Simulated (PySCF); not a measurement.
CHCl₂F₃Si, SMILES FC(F)(F)[SiH](Cl)Cl.

Geometry: ωB97X-D3(BJ)/def2-SVP.

These are r2SCAN/def2-TZVP (PySCF) values and carry that method's errors.

Symmetry labels are those of the subgroup Cs that the program uses (full group Cs).

Computed valence orbital energies around the gap with their symmetry:
```tsv
orbital	symmetry	energy (eV)
HOMO−7	A"	-10.92
HOMO−6	A'	-10.73
HOMO−5	A"	-10.45
HOMO−4	A'	-9.89
HOMO−3	A'	-9.13
HOMO−2	A"	-9.06
HOMO−1	A"	-8.78
HOMO	A'	-8.31
LUMO	A'	-0.99
LUMO+1	A"	-0.78
LUMO+2	A'	0.28
LUMO+3	A'	0.35
```
